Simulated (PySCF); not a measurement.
Frontier levels across methods

Compound: BH₈NSi₂.
Cartesian coordinates in Å at the PBE0-D3(BJ)/def2-SVP level; atoms count from 1:
```xyz
12
BH8NSi2 angstrom
N      1.7732    0.6872    0.2049
Si     1.1948   -0.9372   -0.0191
B     -0.8122   -0.9667   -0.0680
Si    -1.8753    0.7395    0.0048
H      2.7498    0.8500    0.4241
H      1.4265    1.4131   -0.4137
H      1.7122   -1.7555    1.1257
H      1.6703   -1.6423   -1.2692
H     -1.3802   -2.0354   -0.0726
H     -1.9692    1.0799    1.4651
H     -3.2668    0.6555   -0.5401
H     -1.1839    1.8835   -0.6737
```

Basis pcSseg-2 throughout (PySCF), one geometry. One conformer (not necessarily the lowest) at the PBE0-D3(BJ)/def2-SVP geometry, without solvent, vibrations or thermal averaging.

**Question.** How do the orbital energies, the gap and the dipole change with the method?

**Answer.** 
| method | kind | HOMO (eV) | LUMO (eV) | gap (eV) | μ (D) | SCF cycles |
| --- | --- | --- | --- | --- | --- | --- |
| BLYP | GGA | -5.86 | -3.49 | 2.38 | 1.02 | 14 |
| OPBE | GGA | -5.92 | -3.56 | 2.36 | 1.04 | 15 |
| PBE | GGA | -5.97 | -3.69 | 2.28 | 1.03 | 14 |
| B97-D | GGA | -5.97 | -3.48 | 2.49 | 1.01 | 15 |
| KT2 | GGA | -6.04 | -3.68 | 2.36 | 0.95 | 15 |
| KT3 | GGA | -6.05 | -3.59 | 2.46 | 0.97 | 14 |
| LDA | LDA | -6.07 | -3.90 | 2.18 | 1.04 | 14 |
| BP86 | GGA | -6.08 | -3.73 | 2.34 | 1.02 | 14 |
| B97-2 | global hybrid | -7.05 | -2.72 | 4.33 | 0.98 | 12 |
| B3LYP | global hybrid | -7.09 | -2.90 | 4.19 | 0.99 | 13 |
| PBE0 | global hybrid | -7.30 | -2.74 | 4.56 | 0.99 | 12 |
| mPW1PW91 | global hybrid | -7.33 | -2.73 | 4.60 | 0.99 | 12 |
| BHandHLYP | global hybrid | -8.53 | -1.64 | 6.88 | 0.98 | 11 |
| CAM-B3LYP | range-separated hybrid | -8.69 | -1.57 | 7.12 | 0.98 | 11 |
| wB97X-D | range-separated hybrid | -9.18 | -0.85 | 8.34 | 1.00 | 12 |
| LC-wPBE | range-separated hybrid | -10.04 | -0.44 | 9.59 | 0.99 | 13 |
| HF | Hartree–Fock | -10.33 | 0.81 | 11.14 | 1.01 | 10 |

The HOMO spans 4.47 eV, from BLYP down to HF, and the gap runs from 2.18 eV (LDA) to 11.14 eV (HF). Over the methods BLYP (0 %), OPBE (0 %), PBE (0 %), B97-D (0 %), KT2 (0 %), KT3 (0 %), LDA (0 %), BP86 (0 %), B97-2 (21 %), B3LYP (20 %), PBE0 (25 %), mPW1PW91 (25 %), BHandHLYP (50 %), HF (100 %), a straight line through the gap against the share of exact exchange rises by 0.88 eV for each 10 % (correlation coefficient 0.999). The dipole ranges from 0.95 D (KT2) to 1.04 D (OPBE). This basis has no diffuse functions.
